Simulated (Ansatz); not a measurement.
Basis-set extrapolation for `N[SiH2][Al]([OH])[Cl]` (PBE0-D4/def2-TZVP geometry, frozen core, Ansatz 0.2.0). Multiplicity 1, RHF reference.

```csv
,def2-TZVPP,def2-QZVPP
HF,-1122.832101,-1122.867648
MP2 correlation,-0.838878,-0.909913
CCSD(T) correlation,-0.920252,not run
```

Energies in hartree. Use E(X) = E(∞) + A·exp(−7.88·√X) for Hartree–Fock and E(X) = E(∞) + B·X^(−2.97) for correlation, with X = 3 and 4, and add CCSD(T) minus MP2 of the smaller set to the MP2 limit.

Task: What is the CCSD(T) energy at the basis-set limit?

Result: HF limit: -1122.867648 + (-0.035547) × 0.13774 = -1122.87254. MP2 limit: -0.909913 + (-0.071035) × 0.74074 = -0.96253. Higher-order term: -0.920252 − (-0.838878) = -0.08137. Total: -1123.91644 hartree, 430.8 kJ/mol below CCSD(T)/def2-TZVPP.
